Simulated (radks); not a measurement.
Charge is removed step by step from the 3p down level of Eu3+, starting from [Ne] 3s2 3p(up 3, down 3) 3d10 4s2 4p6 4d10 4f6 5s2 5p6. All-electron calculation, scalar-relativistic Kohn-Sham, r2SCAN, spin-polarised, spherical densities, finite nucleus; open shells are filled with parallel spins first (spin-orbit coupling, left out, can overturn this in heavy ions); meta-GGA in the generalised Kohn-Sham scheme; Fermi nuclear charge, rms radius 5.1115 fm. Program: a radial shooting solver on a logarithmic mesh with Libxc functionals.

removed (e)  E - E(0) (eV)  eigenvalue (eV)  E minus straight line (eV)
0                    0.000          -1519.8                       0.000
0.25                380.96          -1531.5                      -4.475
0.5                 764.88          -1543.5                      -5.990
0.75                1151.8          -1555.5                      -4.508
1                   1541.7          -1567.7                       0.000

Removing the whole electron costs 1541.7 eV by Delta-SCF, against 1519.8 eV from minus the eigenvalue at the starting occupation. Slater's transition state (half an electron removed) gives 1543.5 eV. Integrating minus the eigenvalue over the occupation (Janak's theorem) gives 1543.5 eV. In this scalar-relativistic scheme the density is built from large components alone, so the theorem holds only approximately. The mean slope of the eigenvalue, de/dn, is 47.9 eV per electron.
